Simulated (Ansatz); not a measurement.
Geometry optimisation, RKS BLYP-D4/def2-SVP in Ansatz 0.2.0.

Input:

```yaml
crystal:
  periodic: [false, false, false]
  atoms:
    - { symbol: Si, position_ang: [-0.7794, 0.0262, 0.2462] }
    - { symbol: F, position_ang: [0.0572, -1.7431, -0.1826] }
    - { symbol: H, position_ang: [-1.9562, -0.6325, -0.3017] }
    - { symbol: H, position_ang: [-1.1589, 1.451, 0.3674] }
    - { symbol: "N", position_ang: [-0.0696, -0.2031, 1.7871] }
    - { symbol: H, position_ang: [0.5362, -0.8124, -0.781] }
    - { symbol: C, position_ang: [0.7265, 0.4833, -1.2563] }
    - { symbol: H, position_ang: [0.1206, -1.1317, 2.1208] }
    - { symbol: H, position_ang: [-0.2923, 0.4251, 2.5391] }
    - { symbol: H, position_ang: [1.3335, 1.1885, -0.7038] }
    - { symbol: H, position_ang: [1.4124, -0.072, -1.9071] }
    - { symbol: H, position_ang: [0.07, 1.0207, -1.9281] }
basis:
  gaussian: { orbitals: def2-SVP }
hamiltonian:
  xc: blyp
  dispersion: d4
relax:
  f_tol: 0.15
  max_steps: 25
  restrain:
    - { distance: [0, 6], at: 3.17, k: 30.0 }
    - { distance: [5, 1], at: 2.18, k: 30.0 }
    - { distance: [0, 1], at: 1.68, k: 30.0 }
    - { distance: [5, 6], at: 1.07, k: 30.0 }
output:
  orbitals: {}
```

Launched with:

```bash
$ ansatz run input.yaml --threads 2 --pin off --max-ram 3072MiB --backend cpu --events-out ev --progress --plain --runs-dir out
```

Q: Where does it end, and by what steps?

A: It converged. The restraints hold the end off the free minimum. After 16 steps the energy has fallen by 2.714 eV (the restraints' own energy left out); H3 moved furthest, 1.51 Å. Joined: H6–C7 (1.39 → 1.09 Å).

```csv
step,energy less start (eV),largest force component (eV/Å),accepted
0,0.0000,0.734,yes
1,0.1212,2.381,yes
2,0.0887,3.514,yes
3,-0.3824,2.336,yes
4,-1.1979,1.066,yes
5,-1.7205,0.719,yes
6,-2.0640,0.726,yes
7,-2.2972,0.873,yes
8,-2.4548,0.813,yes
9,-2.5215,0.722,yes
10,-2.5624,0.787,yes
11,-2.6011,0.886,yes
12,-2.6367,0.727,yes
13,-2.6605,0.616,yes
14,-2.6746,0.691,yes
15,-2.7007,0.614,yes
16,-2.7141,0.639,yes
```

```xyz
12
Properties=species:S:1:pos:R:3
Si -1.286 -0.475 0.451
F -0.753 -1.725 -0.517
H -2.553 -1.002 1.033
H -1.508 0.726 -0.392
N -0.241 -0.079 1.766
H 0.850 -0.481 -1.314
C 1.171 0.556 -1.303
H -0.173 -0.717 2.564
H 0.624 0.445 1.618
H 1.322 0.907 -0.266
H 2.133 0.651 -1.844
H 0.416 1.194 -1.796
```

The run took 42 s on 2 threads of Intel(R) Xeon(R) Platinum 8488C (Sapphire Rapids), on a shared host, peak memory 0.17 GiB.
